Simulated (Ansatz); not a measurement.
Ideal-gas functions of `BOB1CO1` at 600 K and 1 bar, from an Ansatz frequency run at PBE0-D4/def2-TZVP.

Molar mass 69.67 g/mol, point group C1 (symmetry number 1), electronic degeneracy 1, moments of inertia 26.19, 146.548, 167.847 u Å². Harmonic wavenumbers (cm⁻¹, unscaled): 23, 165, 223, 442, 450, 662, 856, 902, 1031, 1049, 1064, 1085, 1198, 1253, 1351, 1468, 1690, 2577, 2679, 3120, 3202.

Use S(trans) = R[1.5 ln M + 2.5 ln T − 1.1517]; rotational temperatures θ = 24.2544 K / I; S(rot) = R[ln(√π/σ · √(T³/θAθBθC)) + 1.5]; for each mode x = 1.438777 ν̃/T, S = R[x/(eˣ − 1) − ln(1 − e⁻ˣ)] and H = RT x/(eˣ − 1); 1 cm⁻¹ = 0.0119627 kJ/mol; R = 8.31446 J/(mol·K).

Problem. By hand: the entropy, in J/(mol·K).

Solution. Translation 176.3. Rotation: θ = 0.9261, 0.1655, 0.1445 K, giving 112.9. Vibration, mode by mode: 32.41, 16.08, 13.62, 8.21, 8.07, 5.29, 3.66, 3.35, 2.63, 2.54, 2.47, 2.37, 1.92, 1.73, 1.43, 1.14, 0.74, 0.12, 0.10, 0.04, 0.03, in all 107.9. Electronic 0.0. Sum 397.1 J/(mol·K).

Problem. By hand: H − E and G − E in kJ/mol, counted from the electronic energy.

Solution. Zero-point energy ½ × 26490 × 0.0119627 = 158.4; thermal vibration 30.9; translation, rotation and pV give 4 RT = 20.0. H − E = 209.3 kJ/mol, and G − E = 209.3 − 600 × 397.1/1000 = -29.0 kJ/mol.

Vibration gives 27 % of the entropy, 32.4 J/(mol·K) of it from the mode under 150 cm⁻¹: soft modes count most, and the harmonic formula is weakest for them. The sum counts one conformer and one mirror image; others add a mixing term.
